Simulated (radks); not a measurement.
Cs2+, configuration [Kr] 4d10 5s2 5p4.5 5d0.5 (fractional occupations, a model configuration). Calculated with a radial shooting solver on a logarithmic mesh with Libxc functionals: Dirac Kohn-Sham, PBE, spin-unpolarised, spherical densities, finite nucleus; open shells fill j = l - 1/2 first; Fermi nuclear charge, rms radius 4.8041 fm.

Spin-orbit splittings of the eigenvalues, e(l+1/2) - e(l-1/2), with zeta = 2 splitting/(2l+1) and mean radii in bohr:

shell,occ.,splitting (eV),zeta (eV),<r> j=l-1/2,<r> j=l+1/2
2p,6,352.3,234.8,0.09403,0.09992
3p,6,67.51,45.01,0.2887,0.3005
3d,10,14.33,5.733,0.2714,0.2751
4p,6,13.78,9.187,0.7203,0.7477
4d,10,2.292,0.9167,0.8291,0.8393
5p,4.5,1.847,1.231,1.922,1.999
5d,0.5,0.1673,0.06691,2.897,2.931
